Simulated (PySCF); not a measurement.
# Correlation energy of Os (osmium, neutral)

[Xe] 4f14 5d8, high-spin 3F determinant (an excited configuration). All numbers are calculated (PySCF 2.14, scalar relativity through the core potential, in def2-QZVPPD with the def2 core potential (60 electrons) (7s5p4d4f2g, 88 functions)). Frozen: 5s2 5p6; 8 electrons correlated.

```tsv
level	correlation energy (mhartree)
CCSD	-219.76
(T)	-17.58
CCSD(T)	-237.34
```

Diagnostics: T1 = 0.0065, D1 = 0.0109, largest double amplitude 0.070.

Is a single reference adequate?

Mostly. T1 lies below 0.03, but a double amplitude of this size points to a near-degeneracy that CCSD handles and MP2 describes poorly.
